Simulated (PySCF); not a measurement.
W(O)(F)4 cation (F₄OW), SMILES [F][W]([F])([F])([F])=[O] (connectivity only; charge and spin as stated), charge +1, multiplicity 2. Atoms are numbered in the order given.

```xyz
6

W      0.0000     0.0000    -0.0403
O      0.0000     0.0000     1.7978
F     -1.5673     0.0000    -0.9152
F      1.5673     0.0000    -0.9152
F      0.0000    -1.7842     0.2817
F      0.0000     1.7842     0.2817
```
Charge +1, spin multiplicity 2.

Geometry: PBE0-D3(BJ)/def2-SVP. The spin state was assumed, not searched. The isomer is the one that the SMILES or the coordinates give; other isomers of the formula were not compared. The def2 effective core potentials stand for the cores of W; spin–orbit coupling is left out.

The numbers are results of PySCF with PBE0-D3(BJ)/def2-SVP, not measurements.

Frequencies are harmonic and unscaled.

```json
[
 {"mode": "1", "ν (cm⁻¹)": "107", "IR (km/mol)": "3.6", "moving atoms (share of kinetic energy)": "F 66 %, O 32 %"},
 {"mode": "2", "ν (cm⁻¹)": "174", "IR (km/mol)": "0.0", "moving atoms (share of kinetic energy)": "F 99 %"},
 {"mode": "3", "ν (cm⁻¹)": "202", "IR (km/mol)": "18.1", "moving atoms (share of kinetic energy)": "F 66 %, W 18 %, O 17 %"},
 {"mode": "4", "ν (cm⁻¹)": "223", "IR (km/mol)": "9.3", "moving atoms (share of kinetic energy)": "F 50 %, O 33 %, W 17 %"},
 {"mode": "5", "ν (cm⁻¹)": "223", "IR (km/mol)": "16.3", "moving atoms (share of kinetic energy)": "F 79 %, W 19 %"},
 {"mode": "6", "ν (cm⁻¹)": "260", "IR (km/mol)": "0.0", "moving atoms (share of kinetic energy)": "F 100 %"},
 {"mode": "7", "ν (cm⁻¹)": "301", "IR (km/mol)": "0.0", "moving atoms (share of kinetic energy)": "O 52 %, F 48 %"},
 {"mode": "8", "ν (cm⁻¹)": "698", "IR (km/mol)": "5.7", "moving atoms (share of kinetic energy)": "O 55 %, F 43 %"},
 {"mode": "9", "ν (cm⁻¹)": "778", "IR (km/mol)": "156.1", "moving atoms (share of kinetic energy)": "F 84 %, W 15 %"},
 {"mode": "10", "ν (cm⁻¹)": "797", "IR (km/mol)": "86.6", "moving atoms (share of kinetic energy)": "F 81 %, W 10 %, O 9 %"},
 {"mode": "11", "ν (cm⁻¹)": "814", "IR (km/mol)": "0.4", "moving atoms (share of kinetic energy)": "F 71 %, O 28 %"},
 {"mode": "12", "ν (cm⁻¹)": "816", "IR (km/mol)": "125.2", "moving atoms (share of kinetic energy)": "F 85 %, W 15 %"}
]
```
